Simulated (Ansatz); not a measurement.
The same path of CH5Ga (7 atoms, charge 0, multiplicity 1) was run twice with different band settings. Lost on the way: Ga1–H2, C3–H4. Made: H2–H4.

Method: Ansatz, RKS B3LYP-D4/def2-SVP.

Relaxed end points:

```xyz
7
Properties=species:S:1:pos:R:3
Ga 0.698 -0.451 0.675
H 1.988 -1.192 0.147
C -0.598 0.359 -0.585
H -0.486 -0.025 -1.610
H 0.463 -0.340 2.232
H -0.431 1.450 -0.611
H -1.634 0.199 -0.248
```

```xyz
7
Properties=species:S:1:pos:R:3
Ga -0.008 -0.195 0.914
H 1.736 -0.535 -0.637
C -1.032 0.728 -0.235
H 1.257 -1.097 -0.854
H 0.663 -1.094 1.966
H -0.700 0.917 -1.258
H -1.916 1.276 0.104
```

Common settings: spring 5.0 eV/Å²; optimiser quadratic models (default); start path through a guess of the saddle point; force threshold 0.03 eV/Å; iteration limit 60; end points relaxed.

| run | movable images | climbing image |
| --- | --- | --- |
| 1 | 5 | yes |
| 2 | 1 | no |

Task: What does each run give, and how far can it be trusted?

Result: Run 1: converged after 15 iterations, highest image 3.214 eV above the first end. Neighbouring images differ by up to 2.0 eV, so the band resolves the path poorly. A vibrational analysis at the climbing image gives one clearly imaginary mode, 1328i cm⁻¹: a first-order saddle point.
Run 2: converged after 9 iterations, highest image 2.581 eV above the first end. The highest image is an end point: on this band no image between the ends rises above it. So few images can step over the top or miss a turn of the path.
The orbitals stay closed-shell, which can raise the energy where a bond breaks towards radicals; this wasn't checked here.
